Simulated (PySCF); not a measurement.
# Dipole moment and polarisability of SeF2

Species: SeF2.
Geometry (PBE0-D3(BJ)/def2-SVP, Å), atoms numbered from 1 in this order:
```
atom  x, y, z in Å
Se1    0.0052   -0.0073   -0.7660
F2     1.3097   -0.0157    0.3921
F3    -1.3149    0.0230    0.3739
```

Level: B3LYP/def2-SVPD (PySCF), static field, nuclei fixed, core orbitals frozen in the response. The polarisability tensor in these axes (au):

```
x   31.68 -0.06  0.02
y   -0.06 27.33  0.01
z    0.02  0.01 28.88
```

Q: Give the principal values, the mean and the anisotropy Δα = √{½[(α1 − α2)² + (α2 − α3)² + (α1 − α3)²]}.

A: Principal values 27.32, 28.88 and 31.68 au; mean 29.29 au = 4.34 Å³ = 4.83 × 10⁻⁴⁰ C²·m²/J; Δα = 3.82 au (13 % of the mean).

Q: What is the dipole moment, and where does it point?

A: (0.01, -0.02, -2.03) D, 2.03 D in size, pointing from the negative to the positive side. Measured along this direction, the outermost atoms are F3 and F2 at the negative end and Se1 at the positive end.

Q: What molar refraction does this α imply?

A: Lorentz–Lorenz: R = (4π/3)N_A α = 2.5225 cm³/(mol·Å³) × 4.34 Å³ = 11.0 cm³/mol, in the limit of long wavelengths.

Q: Give the eigenvalues of the traceless quadrupole moment Θ = ½Σq(3rr − r²1), origin at the centre of nuclear charge.

A: -1.23, -0.94, 2.17 D·Å. The values depend on the origin, since the dipole doesn't vanish. The electronic extent ⟨r²⟩ about the same centre is 230 bohr², a root-mean-square distance of 1.11 Å for the 52 electrons.

Q: What would n − 1 = 2πNα be for an ideal gas of these molecules at 350 K and 1 atm, electronic part alone?

A: N = p/kT = 2.0968 × 10¹⁹ cm⁻³, so n − 1 = 2π × N × 4.34 × 10⁻²⁴ cm³ = 572 × 10⁻⁶ at long wavelengths, for an ideal gas.

Isolated species at its PBE0-D3(BJ)/def2-SVP geometry, gas phase. The calculation is non-relativistic, for selenium too.

These values come from a run that also computed excited states. The run took 3.5 s wall on one thread, Arm Neoverse V2, shared host.
